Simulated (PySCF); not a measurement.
GeH4O4, SMILES [OH][Ge]([OH])([OH])[OH]. Geometry: PBE-D3(BJ)/def2-SVP. The isomer is the one that the SMILES or the coordinates give; other isomers of the formula were not compared. The values are those of a single conformer.

Computed equilibrium geometry at PBE-D3(BJ)/def2-SVP (PySCF confirms it by a frequency run) as bond lengths and angles, and its point group (one conformer of several):
point group S4.
Atoms: O1 Ge2 O3 O4 O5 H6 H7 H8 H9. Bonds (Å): O1–Ge2 1.781, O1–H6 0.976, Ge2–O3 1.781, Ge2–O4 1.781, Ge2–O5 1.781, O3–H7 0.976, O4–H8 0.976, O5–H9 0.976. Angles (°): Ge2–O1–H6 109.3, O1–Ge2–O3 117.0, O1–Ge2–O4 105.9, O1–Ge2–O5 105.9, O3–Ge2–O4 105.9, O3–Ge2–O5 105.9, O4–Ge2–O5 117.0, Ge2–O3–H7 109.3, Ge2–O4–H8 109.3, Ge2–O5–H9 109.3.
